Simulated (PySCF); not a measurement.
BBr2HO, SMILES OB(Br)Br.

Geometry optimised at PBE0-D3(BJ)/def2-SVP. One conformer was computed; it need not be the lowest.

Two levels are set side by side: PBE/def2-TZVPD (PySCF) and CAM-B3LYP/def2-TZVPD (PySCF). Same geometry, gas phase. Differences are taken from unrounded values.

```json
[
 {"quantity": "orbital gap (eV)", "CAM-B3LYP": "9.75", "PBE": "5.33", "PBE minus CAM-B3LYP": "-4.42"},
 {"quantity": "highest occupied level (eV)", "CAM-B3LYP": "-9.68", "PBE": "-7.08", "PBE minus CAM-B3LYP": "2.61"},
 {"quantity": "lowest empty level (eV)", "CAM-B3LYP": "0.07", "PBE": "-1.75", "PBE minus CAM-B3LYP": "-1.81"},
 {"quantity": "dipole moment (D)", "CAM-B3LYP": "1.74", "PBE": "1.65", "PBE minus CAM-B3LYP": "-0.08"},
 {"quantity": "mean polarisability (bohr³)", "CAM-B3LYP": "60.8", "PBE": "64.3", "PBE minus CAM-B3LYP": "3.5"}
]
```

PBE's occupied levels lie high since its potential decays too fast outside the molecule; exact exchange lowers them and widens the gap. PBE's more diffuse valence density responds more strongly to a field. Differences between two approximate levels are no errors against the true value.

Rough cost on one machine, each run with all the roots and properties that it gave: CAM-B3LYP against PBE within a factor of 2.
